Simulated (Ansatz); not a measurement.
Molecule: CaO, net charge 0, singlet state. 
Structure (B3LYP-D3(BJ)/def2-TZVP (Ansatz, an electronic-structure program) minimum search):
```
Ca
O 1 1.8239
```

Basis-set convergence of Hartree-Fock and MP2 correlation energies (hartree) with Ansatz. Correlated levels leave the core frozen unless marked. Spin-orbit coupling is left out. Frozen are the shells of the preceding noble gas and the d and f shells that filled before the atom's block. The outer core of K, Ca and their heavier congeners is not correlated, a term that matters for these elements. Non-relativistic.

The T1 diagnostic of CCSD in the largest basis is 0.037, which is high, so the coupled-cluster rows are less sure than usual.

| basis | functions | E(HF) | E(corr, MP2) |
|---|---|---|---|
| def2-SVP | 38 | -751.38681 | -0.24516 |
| def2-TZVPP | 67 | -751.56949 | -0.30355 |
| def2-QZVPP | 127 | -751.59456 | -0.32815 |

Extrapolating the two largest sets (X = 3 and 4) as X^-3: E(corr) = (64·(-0.32815) - 27·(-0.30355))/37 = -0.3461 Eh, an estimate of the basis-set limit. The largest set recovers 94.8 % of it, the smallest 70.8 %.
